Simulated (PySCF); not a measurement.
H5P, SMILES [H][P@TB7]([H])([H])([H])[H].

Geometry: PBE0-D3(BJ)/def2-TZVPD.

Two levels are set side by side: TDDFT-PBE/def2-TZVPD (PySCF) and TDDFT-ωB97X/def2-TZVPD (PySCF). Vertical, same geometry. The lowest singlet is HOMO→LUMO 99 % with PBE and HOMO→LUMO 98 % with the other functional; states are paired by order. Differences are taken from unrounded values.

```
quantity                               TDDFT-ωB97X  TDDFT-PBE  TDDFT-PBE minus TDDFT-ωB97X
-------------------------------------  -----------  ---------  ---------------------------
lowest singlet excitation (eV)                5.03       4.27                        -0.77
lowest triplet excitation (TDA) (eV)          4.64       3.71                        -0.93
first bright state (f over 0.05) (eV)         7.66       6.81                        -0.86
its oscillator strength                       0.36       0.25                        -0.12
```

A lower first singlet is the usual sign of a functional without exact exchange. Differences between two approximate levels are no errors against the true value.

Rough cost on one machine, each run with all the roots and properties that it gave: TDDFT-ωB97X against TDDFT-PBE about 4 times.
